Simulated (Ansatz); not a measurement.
Species: sum formula MoO₂Cl, charge 1, multiplicity 1. 
Structure (B3LYP-D3(BJ)/def2-TZVP (Ansatz, a first-principles code) minimum search):
SMILES: [O]=[Mo+](=[O])[Cl]
```xyz
4

Mo     0.2531     0.0536     0.3428
O      1.5264    -0.7476    -0.3480
O     -0.5418    -1.0933     1.2333
Cl    -1.0887     0.7338    -1.2635
```
Charge +1, spin multiplicity 1.

Give the harmonic wavenumbers at B3LYP-D3(BJ)/def2-TZVP (Ansatz, finite differences of forces, unscaled).

213, 216, 384, 485, 1047, 1089 cm⁻¹. Zero-point energy 4.9 kcal/mol.

From these and the geometry, give the ideal-gas thermochemistry at 298.15 K and 1 atm (rigid rotor, harmonic oscillator).

Point group Cs, rotational symmetry number 1. Rotational constants 7.213, 2.864, 2.332 GHz. S(trans) 41.18, S(rot) 26.30, S(vib) 5.87, S(elec, spin only) 0.00, S 73.4 cal/(mol K). H(298) - H(0) 3.43 kcal/mol; G - E(el) -13.5 kcal/mol.
